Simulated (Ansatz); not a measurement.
C3H9BSi (`C=CB(C)[SiH3]`), relaxed with RKS PBE0-D4/def2-TZVP in Ansatz 0.2.0 from a PBE-D4/def2-SVP geometry. The force threshold is 0.005 eV/Å; the program also tests the step.

The species carries charge 0 and has multiplicity 1.

Start:

```xyz
14

C    -0.359    1.921    1.333
C    -0.432    1.314    0.122
B     0.113   -0.124   -0.132
C     1.235   -0.782    0.749
Si   -0.702   -1.186   -1.670
H     0.168    1.449    2.181
H    -0.838    2.893    1.544
H    -0.999    1.844   -0.666
H     1.498   -0.247    1.684
H     2.155   -0.798    0.117
H     1.041   -1.851    0.977
H    -2.058   -1.710   -1.249
H    -0.938   -0.339   -2.899
H     0.115   -2.385   -2.091
```

(1) By how much does the energy fall, and how many steps does the optimiser take? (Best estimate.)

(2) Which bonds change most? (An estimate is asked.)

(3) Give the relaxed structure. (Estimate.)

Answers

(1) Ansatz gave: 5.24 kJ/mol, in 17 steps, 1 of them rejected.

(2) Ansatz gave: Si5–H13 from 1.511 to 1.492 Å; C1–C2 from 1.356 to 1.337 Å; Si5–H12 from 1.513 to 1.495 Å; C1–H6 from 1.104 to 1.086 Å.

(3) Ansatz gave: 
```xyz
14

C    -0.339    1.918    1.299
C    -0.359    1.345    0.090
B     0.113   -0.110   -0.142
C     1.180   -0.799    0.767
Si   -0.707   -1.176   -1.661
H     0.089    1.413    2.159
H    -0.773    2.896    1.488
H    -0.832    1.905   -0.715
H     1.412   -0.279    1.701
H     2.109   -0.820    0.178
H     0.960   -1.849    0.981
H    -1.878   -1.936   -1.128
H    -1.209   -0.327   -2.781
H     0.233   -2.183   -2.236
```
